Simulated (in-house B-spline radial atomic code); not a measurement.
**LDA VWN5 excitations of the lead ion Pb²⁺**

Method: LDA VWN5. Computed with an all-electron radial atomic-structure program (B-spline basis): linear response of the closed shell [Xe] 4f14 5d10 6s2 with the functional's adiabatic kernel; scalar-relativistic (spin-free one-electron X2C), finite nucleus, no spin-orbit coupling, no double excitations, S, P, D and F terms only; shells from n = 4 respond. Only terms of natural parity with L up to 3 were computed.

Spin-orbit coupling is strong here, so these LS terms don't match observed levels.

Command:
```bash
python run_td.py task.json out
```
Settings (radii: box in bohr, nucleus in fm):
```
Z                        82
electrons                80
configuration            [Xe] 4f14 5d10 6s2
hamiltonian              x2c
method                   lda,vwn
box_radius               29.48
rms_radius               5.5012
intervals                72
```

Time taken, with all properties: 1.7 s on 1 thread of Intel(R) Xeon(R) 6975P-C (Granite Rapids) (shared host).

The lowest states, in the order of their Tamm-Dancoff energies; the method's threshold (minus the highest occupied level) is 27.814 eV. Labels give the largest channel, * marks a mixed state, and oscillator strengths are full-response dipole values. Semilocal kernels can invert the small singlet-triplet splittings of Rydberg terms. Energies in eV:

```csv
state,full response,Tamm-Dancoff,oscillator strength
6s → 6p 3P,?,?,-
6s → 6p 1P,11.744,12.115,1.44
6s → 7s 3S,18.671,18.674,-
6s → 7s 1S,18.968,18.991,-
6s → 6d 3D,?,?,-
6s → 6d 1D,19.739,19.747,-
5d → 6p 3P,20.096,20.115,-
5d → 6p 3F,20.223,20.233,-
5d → 6p 1F,20.600,20.604,-
```

Question: Where does 6s → 6p 3P lie?

Answer: At 9.521 eV in full response, 9.565 eV in Tamm-Dancoff.

Question: Where does 6s → 6d 3D lie?

Answer: At 19.630 eV in full response, 19.635 eV in Tamm-Dancoff.

Question: How large is the singlet-triplet splitting of 6s → 6p (P terms) in Tamm-Dancoff?

Answer: 2.55 eV, from the unrounded values.

Question: What polarisabilities and dispersion coefficient does the method give?

Answer: Dipole 13.05 bohr³, quadrupole 44.46 bohr⁵, C6 90.72 hartree·bohr⁶ for two such species.
